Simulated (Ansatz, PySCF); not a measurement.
fluoromethyl(silyloxy)silane (CH₇FOSi₂), SMILES FC[SiH2]O[SiH3]. Atoms are numbered in the order given.

```xyz
12

F     -3.1496     0.1061     0.0264
C     -1.9557    -0.6121     0.0550
Si    -0.5213     0.6254    -0.0228
O      0.8860    -0.2547     0.0127
Si     2.5448    -0.3127     0.0149
H     -1.9329    -1.3128    -0.7993
H     -1.9183    -1.2177     0.9787
H     -0.5948     1.5459     1.1464
H     -0.6148     1.4162    -1.2819
H      3.0856     0.4318     1.1891
H      3.0841     0.2949    -1.2362
H      2.9635    -1.7379     0.0951
```

The structure is a stationary point at B3LYP-D3(BJ)/def2-SVP. One conformer was computed; it need not be the lowest.

Two levels are set side by side: PBE-D3(BJ)/def2-SVP (Ansatz, a quantum-chemistry and plane-wave program) and B3LYP-D3(BJ)/def2-SVP (Ansatz). Each level has its own optimised geometry; the coordinates shown are those of the second. Frequencies come from the Hessian of PySCF at each geometry. Differences are taken from unrounded values.

```json
[
 {"quantity": "mean bond length (Å)", "B3LYP-D3(BJ)": "1.479", "PBE-D3(BJ)": "1.491", "PBE-D3(BJ) minus B3LYP-D3(BJ)": "0.012"},
 {"quantity": "bond F1–C2 (Å)", "B3LYP-D3(BJ)": "1.394", "PBE-D3(BJ)": "1.398", "PBE-D3(BJ) minus B3LYP-D3(BJ)": "0.004"},
 {"quantity": "bond C2–Si3 (Å)", "B3LYP-D3(BJ)": "1.896", "PBE-D3(BJ)": "1.903", "PBE-D3(BJ) minus B3LYP-D3(BJ)": "0.007"},
 {"quantity": "bond Si3–O4 (Å)", "B3LYP-D3(BJ)": "1.660", "PBE-D3(BJ)": "1.676", "PBE-D3(BJ) minus B3LYP-D3(BJ)": "0.016"},
 {"quantity": "bond O4–Si5 (Å)", "B3LYP-D3(BJ)": "1.660", "PBE-D3(BJ)": "1.675", "PBE-D3(BJ) minus B3LYP-D3(BJ)": "0.015"},
 {"quantity": "bond C2–H6 (Å)", "B3LYP-D3(BJ)": "1.105", "PBE-D3(BJ)": "1.114", "PBE-D3(BJ) minus B3LYP-D3(BJ)": "0.009"},
 {"quantity": "bond C2–H7 (Å)", "B3LYP-D3(BJ)": "1.105", "PBE-D3(BJ)": "1.114", "PBE-D3(BJ) minus B3LYP-D3(BJ)": "0.009"},
 {"quantity": "bond Si3–H8 (Å)", "B3LYP-D3(BJ)": "1.490", "PBE-D3(BJ)": "1.504", "PBE-D3(BJ) minus B3LYP-D3(BJ)": "0.014"},
 {"quantity": "bond Si3–H9 (Å)", "B3LYP-D3(BJ)": "1.490", "PBE-D3(BJ)": "1.504", "PBE-D3(BJ) minus B3LYP-D3(BJ)": "0.014"},
 {"quantity": "bond Si5–H10 (Å)", "B3LYP-D3(BJ)": "1.492", "PBE-D3(BJ)": "1.506", "PBE-D3(BJ) minus B3LYP-D3(BJ)": "0.014"},
 {"quantity": "bond Si5–H11 (Å)", "B3LYP-D3(BJ)": "1.492", "PBE-D3(BJ)": "1.506", "PBE-D3(BJ) minus B3LYP-D3(BJ)": "0.014"},
 {"quantity": "bond Si5–H12 (Å)", "B3LYP-D3(BJ)": "1.488", "PBE-D3(BJ)": "1.500", "PBE-D3(BJ) minus B3LYP-D3(BJ)": "0.013"},
 {"quantity": "highest harmonic wavenumber (cm⁻¹)", "B3LYP-D3(BJ)": "3077", "PBE-D3(BJ)": "3008", "PBE-D3(BJ) minus B3LYP-D3(BJ)": "-69"},
 {"quantity": "mean harmonic wavenumber (cm⁻¹)", "B3LYP-D3(BJ)": "1125", "PBE-D3(BJ)": "1090", "PBE-D3(BJ) minus B3LYP-D3(BJ)": "-36"},
 {"quantity": "zero-point energy (kcal/mol)", "B3LYP-D3(BJ)": "48.27", "PBE-D3(BJ)": "46.74", "PBE-D3(BJ) minus B3LYP-D3(BJ)": "-1.53"}
]
```

Exact exchange shortens and stiffens bonds; PBE has none. Differences between two approximate levels are no errors against the true value.
